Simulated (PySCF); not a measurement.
## ²⁹Si chemical shifts

No relativistic terms, gas phase, fast rotation and ring inversion assumed for equivalent nuclei, one conformer. Coordinates at the GFN2-xTB level; shieldings: GIAO PBE0/pcSseg-1; PySCF 2.14.

Shieldings were converted by a linear fit to measured shifts: ²⁹Si (scatter 8.9 ppm rms, 25.8 ppm with the 6 outliers that the fit left out vs TMS, solution or neat liquid). Occasional misses reach two or three times the rms, and more in compound classes unlike the fitted ones.

**Question.** Give the ²⁹Si shifts of `C=CC[Si@H](S)N[SiH3]`, `C=CN(C)[SiH2]P`, `CN(C)C(=O)[Si@H]1CC[SiH2]O1`, `CN(C)C(=O)[Si@H]1CC[SiH2]O1`, `FCC(=C=S)[SiH2]C(F)F`.

**Answer.** 
| compound | environment | δ (ppm) |
| --- | --- | --- |
| [CH2:1]=[CH:2][CH2:3][Si@H:4]([SH:5])[NH:6][SiH3:7] | Si4: silicon bonded to C, N, S, H | -14.3 |
| [CH2:1]=[CH:2][CH2:3][Si@H:4]([SH:5])[NH:6][SiH3:7] | Si7: silicon bonded to N, 3 H | -56.6 |
| C=CN(C)[SiH2]P | silicon bonded to N, P, 2 H | -29.1 |
| [CH3:1][N:2]([CH3:3])[C:4](=[O:5])[Si@H:6]1[CH2:7][CH2:8][SiH2:9][O:10]1 | Si9: silicon bonded to C, O, 2 H, in a 5-membered ring | -9.8 |
| [CH3:1][N:2]([CH3:3])[C:4](=[O:5])[Si@H:6]1[CH2:7][CH2:8][SiH2:9][O:10]1 | Si6: silicon bonded to 2 C, O, H, in a 5-membered ring | -15.5 |
| [CH3:1][N:2]([CH3:3])[C:4](=[O:5])[Si@H:6]1[CH2:7][CH2:8][SiH2:9][O:10]1 | Si9: silicon bonded to C, O, 2 H, in a 5-membered ring | -9.8 |
| [CH3:1][N:2]([CH3:3])[C:4](=[O:5])[Si@H:6]1[CH2:7][CH2:8][SiH2:9][O:10]1 | Si6: silicon bonded to 2 C, O, H, in a 5-membered ring | -15.5 |
| FCC(=C=S)[SiH2]C(F)F | silicon bonded to 2 C, 2 H | -46.8 |
